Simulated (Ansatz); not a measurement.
Consider the substitution at a C–C bond: `CC[CH2][SnH3]` + `N=CO` → `COC=N` + `C[CH2][SnH3]`.

Calculated with Ansatz (gas phase, PBE0-D4/def2-TZVP geometries, no zero-point term in ΔE). CBS: MP2 limit from def2 TZ/QZ plus the TZ coupled-cluster correction, frozen cores. This one scheme is used for every species. Elements past krypton have def2 core potentials. For Sn outer-core shells are correlated without core-valence functions, which leaves a few kJ/mol of doubt a bond. Each species was taken in one conformer, which may not be the lowest.

| level | ΔE (kJ/mol) |
| --- | --- |
| MP2/def2-TZVPP | 48.3 |
| CCSD/def2-TZVPP | 44.6 |
| CCSD(T)/def2-TZVPP | 44.5 |
| HF/def2-QZVPP | 36.7 |

Q: What does CCSD(T)/CBS give? (An estimate is asked.)

A: The calculation gave: +46.2 kJ/mol. The listed levels differ from it by 2.1, -1.6, -1.7, -9.5 kJ/mol.

Largest T1 diagnostic among the species: 0.014.

In def2-TZVPP, CCSD(T) changes the Hartree–Fock value by +7.5 kJ/mol (the triples alone add −0.1 kJ/mol) and MP2 by +11.3 kJ/mol.
